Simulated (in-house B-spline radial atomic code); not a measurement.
RPA and G0W0 on LDA exchange-only: Te4+

Configuration [Kr] 4d10 5s2, mean-field start LDA exchange-only. Computed with an all-electron radial atomic-structure program (B-spline basis): all electrons, non-relativistic, point nucleus, each spin shell either full or empty, empty states to l = 9 with an (l + 1/2)⁻⁴ tail; G0W0 by contour deformation at full frequency.

Without relativity these are model numbers: it shifts the levels of so heavy an element strongly and can reorder them.

Command:
```bash
python run_gw.py task.json out
```
Settings (radii: box in bohr, nucleus in fm):
```
Z                        52
electrons                48
configuration            [Kr] 4d10 5s2
hamiltonian              nr
method                   lda,
lmax                     9
spin_polarised           False
box_radius               11.96
intervals                52
ion_configuration        [Kr] 4d10 5s1
```

Cost of the run: 9.6 s on 1 thread of Arm Neoverse N1 (shared host).

Energies (hartree):

```tsv
term	value
mean-field total	-6600.45571
Hartree-Fock functional on these orbitals	-6608.47605
direct second order	-4.3566
second-order exchange	1.1901
SOSEX correction	1.0981
```

**Question.** What is the RPA correlation energy, and what remains with SOSEX?

**Answer.** RPA gives -3.7961 hartree (-2.15 eV per electron); RPA + SOSEX gives -2.698, and the second-order doubles -3.1665 hartree (no singles). SOSEX takes back 29 % of the RPA value.

Quasi-particle levels (eV):

```tsv
level	occupied	mean field	Σx - vxc	Σc	QP weight	G0W0
5s	yes	-50.44	-4.15	?	?	?
4d	yes	-84.55	-13.55	1.37	0.909	-96.73
5p	no	-40.33	4.93	-1.72	0.950	-37.12
```

G0W0 = mean field + (Σx - vxc) + Σc, with Σc (partial-wave tail included) taken at the quasi-particle energy. Only the outer levels were computed. Levels of low weight are left out.

**Question.** Where does G0W0 put 5s?

**Answer.** At -57.03 eV, with Σc = -2.44 eV and a quasi-particle weight of 0.953. The tabulated removal energy is 59.3 ± 0.9 eV (NIST, measured); the calculation leaves out relativity, Breit and QED terms, and what these don't explain is the method's own error.

**Question.** What does it cost to remove one electron (to [Kr] 4d10 5s1) by differences of total energies, each species on its own start (correlation terms add to the Hartree-Fock functional)?

**Answer.** LDA exchange-only 55.61 eV, Hartree-Fock functional 54.23 eV, + RPA 56.94 eV, + RPA + SOSEX 56.33 eV, + second order 57.96 eV. Tabulated: 59.3 ± 0.9 eV (NIST, measured); the calculation leaves out relativity, Breit and QED terms, and what these don't explain is the method's own error.
